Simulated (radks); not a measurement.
The numbers below are computed, except where a source is named.
Valence configurations of Lu I (all share [Xe]). Code: a radial shooting solver on a logarithmic mesh with Libxc functionals. Model: scalar-relativistic Kohn-Sham, SCAN, spin-unpolarised, spherical densities, finite nucleus; meta-GGA in the generalised Kohn-Sham scheme; Fermi nuclear charge, rms radius 5.37 fm. Energies are relative to 4f14 5d1 6s2; eigenvalues in eV.

valence           E (eV)    e(4f)   e(5d)   e(6p)   e(6s)
4f14 5d1 6s2       0.000   -9.799  -1.633       -  -4.824
4f14 6s2 6p1       0.940  -13.026       -  -2.130  -6.214
4f14 5d2 6s1       3.289   -8.894  -1.230       -  -4.467
4f14 5d1 6s1 6p1   3.664  -11.343  -2.732  -1.986  -5.685
4f13.5 5d1.5 6s2   4.842  -13.360  -2.214       -  -5.016
4f14 5d3           6.474   -8.427  -1.118       -       -
4f14 5d1 6p2       7.362  -12.756  -3.762  -2.550       -
4f13 5d2 6s2      11.218  -17.037  -2.745       -  -5.206
4f13 5d1 6s2 6p1  13.377  -20.596  -5.096  -2.244  -6.677
4f13 5d3 6s1      13.940  -15.609  -1.949       -  -4.693

NIST lists [Xe] 4f14 5d1 6s2 as the ground configuration; this level of theory agrees among the configurations tried. The energies are those of spherical spin-averaged densities, not of single terms.
